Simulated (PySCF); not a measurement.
This PySCF input asks for the NMR shieldings of SMILES C[S][AlH][N](C)C1CC1, C5H12AlNS; the geometry comes from GFN2-xTB.

```python
import basis_set_exchange as bse
import numpy as np
from pyscf import gto, dft
from pyscf.prop import nmr

atoms = """
C     3.846480    0.714823    0.432945
S     2.194222    1.426498    0.089970
Al    1.058490   -0.459957    0.061153
N    -0.648429   -0.737051   -0.406869
C    -1.127904   -2.111412   -0.381248
C    -1.681199    0.201814   -0.723335
C    -2.471603    0.838389    0.388006
C    -1.473439    1.644027   -0.391524
H     4.249873    1.216076    1.307147
H     3.768252   -0.358689    0.619950
H     4.483448    0.901013   -0.426267
H     1.861221   -1.702931    0.488416
H    -1.498079   -2.420974   -1.364610
H    -0.297420   -2.762665   -0.100566
H    -1.935728   -2.238817    0.346236
H    -2.222478   -0.034413   -1.638321
H    -3.522963    1.030349    0.236957
H    -2.210637    0.567009    1.400189
H    -0.545239    1.904528    0.101992
H    -1.832015    2.393063   -1.080824
"""
names = dict.fromkeys(["C", "S", "Al", "N", "H"], "pcSseg-1")
basis = {el: gto.basis.parse(bse.get_basis(n, elements=[el], fmt="nwchem")) for el, n in names.items()}
mol = gto.M(atom=atoms, basis=basis, charge=0, verbose=0)
mf = dft.RKS(mol, xc="PBE0")
mf.grids.level = 2
mf.grids.alignment = dft.numint.BLKSIZE   # the property module wants whole blocks of grid points
mf.conv_tol = 1e-9
mf.kernel()

calc = nmr.RKS(mf)   # GIAO
C = mf.mo_coeff
Co = C[:, mf.mo_occ > 0]
resp = mf.gen_response(singlet=True, hermi=2)
def vind(x):   # induced exchange potential for any number of trial vectors
    d = np.einsum("pi,xij,qj->xpq", C, 2 * x.reshape(-1, C.shape[1], Co.shape[1]), Co, optimize=True)
    return np.einsum("xpq,pi,qj->xij", resp(d - d.transpose(0, 2, 1)), C, Co, optimize=True).ravel()
mo1, _ = nmr.rhf.solve_mo1(calc, with_cphf=vind)
sigma = calc.kernel(mo1)
for i, s in enumerate(sigma):   # ppm
    print("%2d %-2s %9.2f" % (i, mol.atom_pure_symbol(i), np.trace(s) / 3))
```

Q: What does it print?

A: 
```
 0 C     172.90
 1 S     660.47
 2 Al    360.14
 3 N     168.19
 4 C     146.92
 5 C     149.52
 6 C     174.28
 7 C     178.44
 8 H      29.40
 9 H      29.42
10 H      29.40
11 H      27.30
12 H      28.94
13 H      28.34
14 H      28.93
15 H      29.58
16 H      31.19
17 H      31.73
18 H      31.19
19 H      31.00
```

These numbers come from an equivalent density-fitted implementation of the same equations, which agrees with the script to about 0.01 ppm for H and up to a few tenths of a ppm for heavy atoms, so last digits may differ.

Size and cost of the density-fitted run: 210 basis functions, 89 s wall time on 1 thread of an Arm Neoverse N1, shared host; peak memory 1 GiB.
